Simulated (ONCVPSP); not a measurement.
# What one change does to a pseudopotential (As (Z = 33), ONCV)

arsenic (As), optimised norm-conserving Vanderbilt (ONCV), made with ONCVPSP 4.0.1 (PBE, scalar-relativistic). Core [Ar] 3d10, reference 4s2 4p2.5 (charge +0.5). Waves: 4s: rc 1.35 bohr, ncon 4, nbas 7, qcut 5 1/bohr, 1 projector; 4p: rc 1.70 bohr, ncon 3, nbas 7, qcut 4.4 1/bohr, 2 projectors, debl 3.5 Ha; d scattering state at 0.04 Ha: rc 1.85 bohr, ncon 4, nbas 7, qcut 5.5 1/bohr, 3 projectors, debl 0.9 Ha. Local part: polynomial inside 1.30 bohr (lpopt 2, dvloc0 0 Ha). Core correction: Teter function, fcfact 2.25, rcfact 1.35.

All-electron outer shells of the reference configuration (PBE, scalar-relativistic, ld1.x):

```csv
shell,level (eV),outermost node (bohr),outermost maximum (bohr)
3p,-138.31,0.22,0.52
3d,-45.27,–,0.47
4s,-18.74,0.73,1.61
4p,-9.09,0.78,1.95
```

Change: s: qcut 3.2.

Cutoffs: the cutoffs (Ha) at which the residual kinetic energy of the hardest occupied pseudo-wave falls to 1 and 0.1 mHa per electron; they do not see the model core or the augmentation charge, which bear on the density cutoff. Errors are all-electron minus pseudo energies relative to the spin-unpolarised reference configuration.

Q: Predict the effect on cutoff, ghosts and configuration errors.

A: The potential gets softer (25 Ha and 64 Ha → 21 Ha and 43 Ha); both files keep a bound ghost (d); the errors of the 4 common tests hardly move. The waves are optimised to have the least kinetic energy above qcut, so the cutoff follows it (qcut²/2 in Ha).

```tsv
quantity	base	changed
cutoff, loose	25 Ha	21 Ha
cutoff, tight	64 Ha	43 Ha
loose cutoff by channel	s 25 Ha, p 8.0 Ha	s 21 Ha, p 8.0 Ha
bound ghosts	d	d
GHOST(+) flags under 300 eV	s at 52.3 eV	s at 48.8 eV
error for 4s2 4p3, meV [ΔE -3.56 eV]	+0.1	+0.1
error for 4s2 4p2, meV [ΔE 5.59 eV]	-1.1	-1.1
error for 4s2 4p1, meV [ΔE 23.51 eV]	-14	-13
error for 4s1 4p0, meV [ΔE 101.86 eV]	-128	-122
s: phases at 1.37 bohr within 0.05 rad from the reference energy up to (Ha; the scan ends near 5)	0.6	0.4
p: phases at 1.72 bohr within 0.05 rad from the reference energy up to (Ha; the scan ends near 5)	to the end of the scan	to the end of the scan
d: phases at 1.87 bohr within 0.05 rad from the reference energy up to (Ha; the scan ends near 5)	to the end of the scan	to the end of the scan
rms error of d²Exc/dni dnj with the model core, mHa	1.40	1.34
```

Base: The cutoffs count occupied waves only; projector 3 of the d channel, the hardest unoccupied one, needs 85 Ha at the loose tolerance. Changed file: The cutoffs count occupied waves only; projector 3 of the d channel, the hardest unoccupied one, needs 85 Ha at the loose tolerance. A true bound ghost makes a file unfit for plane-wave use even where its test errors are small: the radial tests pick states by their node count and pass the ghost by.
